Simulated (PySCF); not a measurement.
**Computed properties of WCl6, SMILES [Cl][W]([Cl])([Cl])([Cl])([Cl])[Cl], multiplicity 1**

WCl6, SMILES [Cl][W]([Cl])([Cl])([Cl])([Cl])[Cl], multiplicity 1. Geometry optimised at B3LYP-D3(BJ)/def2-SVP. The spin state was assumed, not searched. The isomer is the one that the SMILES or the coordinates give; other isomers of the formula were not compared. The def2 effective core potentials stand for the cores of W; spin–orbit coupling is left out. Other conformers were not sampled. All values are computed for the isolated molecule unless a solvent is named; none is compared with measurement here.

**Structure.** The optimised structure has Oh symmetry. All 15 harmonic modes at B3LYP-D3(BJ)/def2-SVP (PySCF) are real, so it is a minimum. With heavy atoms numbered as in [W:1]([Cl:2])([Cl:3])([Cl:4])([Cl:5])([Cl:6])[Cl:7], the shortest bond between them is W1–Cl2 at 2.317 Å and the longest W1–Cl7 at 2.317 Å.

**Vibrations.** The strongest infrared lines (harmonic, unscaled, degenerate partners summed) lie at 369 cm⁻¹ (417 km/mol, Cl 78 %, W 22 %), 165 cm⁻¹ (50 km/mol, Cl 69 %, W 31 %). The softest mode is at 87 cm⁻¹ and the zero-point energy is 5.0 kcal/mol.

**Electronic structure.** PBE0/def2-TZVP (PySCF) places the frontier levels at -9.22 and -5.35 eV, a gap of 3.87 eV, and gives a dipole moment of 0.00 D.

**Excitations.** TDA-PBE0/def2-SVPD (PySCF) has S1 at 2.39 eV (519 nm, f = 0.000, dark); the most intense of the 10 singlets computed lies at 2.97 eV (f = 0.00). Strengths of degenerate partners are summed. T1 (TDA) is at 2.05 eV, 0.34 eV under S1.
